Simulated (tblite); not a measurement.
C₇H₉N₂ (charge +1).
Atom-mapped SMILES: `[CH:1]#[C:2]/[C:3]([CH:4]=[NH2+:5])=[CH:6]/[CH:7]=[CH:8]/[NH2:9]` (hydrogens: H10 on C1; H11 on C4; H12, H13 on N5; H14 on C6; H15 on C7; H16 on C8; H17, H18 on N9)
Bond orders are those of one Lewis drawing.

Computed with GFN2-xTB (tblite), gas phase: L-BFGS steps from a force-field or distance-geometry start until the largest atomic force falls under 0.01 eV/Å.

Step 14: E = -677.5813 eV
```
atom  x, y, z in Å  |  force x, y, z in eV/Å
C1     -2.5928    2.4344   -0.5391   -0.046   0.066  -0.014
C2     -1.8844    1.4846   -0.3498    0.011  -0.093   0.026
C3     -1.0354    0.3650   -0.1224    0.019   0.052  -0.023
C4     -1.6035   -0.8846    0.1066   -0.047   0.009   0.016
N5     -2.9012   -1.1175    0.1346    0.034  -0.012   0.002
C6      0.3477    0.5900   -0.1434   -0.093   0.012  -0.009
C7      1.3585   -0.3369    0.0495    0.030  -0.016   0.011
C8      2.6848    0.0381    0.0030   -0.025   0.023  -0.013
N9      3.7001   -0.7862    0.1751    0.002  -0.014   0.000
H10    -3.1943    3.2798   -0.7081    0.012  -0.049   0.008
H11    -0.9568   -1.7337    0.2790   -0.048  -0.014  -0.002
H12    -3.5614   -0.3664   -0.0169    0.054   0.060  -0.012
H13    -3.2621   -2.0411    0.3093   -0.044  -0.023   0.000
H14     0.6447    1.6144   -0.3351    0.012  -0.020   0.009
H15     1.1317   -1.3746    0.2426    0.004  -0.017   0.001
H16     2.9277    1.0734   -0.1869    0.056   0.086  -0.014
H17     4.6539   -0.4673    0.1306    0.032   0.002   0.002
H18     3.5342   -1.7651    0.3530    0.037  -0.053   0.013
```

Step 15: E = -677.5822 eV
```
atom  x, y, z in Å  |  force x, y, z in eV/Å
C1     -2.5928    2.4321   -0.5386   -0.007   0.013  -0.004
C2     -1.8836    1.4825   -0.3490   -0.027  -0.031   0.010
C3     -1.0337    0.3646   -0.1226   -0.026   0.002  -0.004
C4     -1.6028   -0.8848    0.1074   -0.017  -0.018   0.011
N5     -2.8996   -1.1168    0.1343   -0.036   0.001   0.001
C6      0.3478    0.5890   -0.1430   -0.035   0.001  -0.009
C7      1.3599   -0.3371    0.0495   -0.011   0.003   0.005
C8      2.6847    0.0403    0.0021    0.001   0.034  -0.009
N9      3.6991   -0.7849    0.1750    0.021  -0.019   0.000
H10    -3.1941    3.2766   -0.7077   -0.008  -0.024   0.004
H11    -0.9604   -1.7367    0.2796   -0.014  -0.013   0.001
H12    -3.5561   -0.3625   -0.0174    0.036   0.065  -0.014
H13    -3.2671   -2.0383    0.3083   -0.018  -0.013  -0.001
H14     0.6451    1.6126   -0.3345    0.017   0.006   0.004
H15     1.1345   -1.3748    0.2425    0.000  -0.028   0.004
H16     2.9260    1.0767   -0.1878    0.059   0.058  -0.010
H17     4.6540   -0.4684    0.1310    0.020   0.001   0.002
H18     3.5303   -1.7638    0.3528    0.045  -0.038   0.011
```

Problem. Estimate the geometry and energy of step 16. (The exact step hangs on the optimiser's Hessian estimate; all steps are aligned on step 15, rigid shifts and turns removed.)

Solution. E = -677.5828 eV, largest force 0.070 eV/Å
```
atom  x, y, z in Å  |  force x, y, z in eV/Å
C1     -2.5928    2.4309   -0.5384    0.020  -0.026   0.004
C2     -1.8839    1.4809   -0.3483   -0.051   0.013  -0.002
C3     -1.0332    0.3644   -0.1229   -0.049  -0.048   0.013
C4     -1.6028   -0.8851    0.1081   -0.007  -0.023   0.003
N5     -2.8993   -1.1164    0.1341   -0.060   0.006   0.002
C6      0.3472    0.5883   -0.1430    0.010   0.002  -0.008
C7      1.3604   -0.3370    0.0496   -0.018   0.011   0.000
C8      2.6847    0.0423    0.0013    0.035   0.007   0.001
N9      3.6990   -0.7846    0.1749   -0.004   0.005  -0.006
H10    -3.1941    3.2743   -0.7075   -0.025   0.000  -0.001
H11    -0.9630   -1.7386    0.2799    0.009  -0.016   0.004
H12    -3.5521   -0.3592   -0.0180    0.018   0.063  -0.014
H13    -3.2704   -2.0370    0.3077   -0.005   0.004  -0.003
H14     0.6457    1.6116   -0.3341    0.013   0.013   0.001
H15     1.1361   -1.3753    0.2425    0.003  -0.017   0.002
H16     2.9264    1.0796   -0.1885    0.053   0.021  -0.005
H17     4.6543   -0.4691    0.1312    0.013   0.000   0.001
H18     3.5292   -1.7638    0.3529    0.045  -0.015   0.006
```

The energy changes by -0.0006 eV. The first-order estimate −F·Δx gives -0.0008 eV and the mean of the old and new forces, exact on a quadratic surface, -0.0006 eV. The step makes an angle of 57° with the force vector and moves no atom by more than 0.005 Å.

The cost below is that of the whole relaxation. Time: 0.3 s of wall time. Hardware: one thread of an Arm Neoverse V1, no GPU, shared host with 32 logical CPUs at a one-minute load of 15.
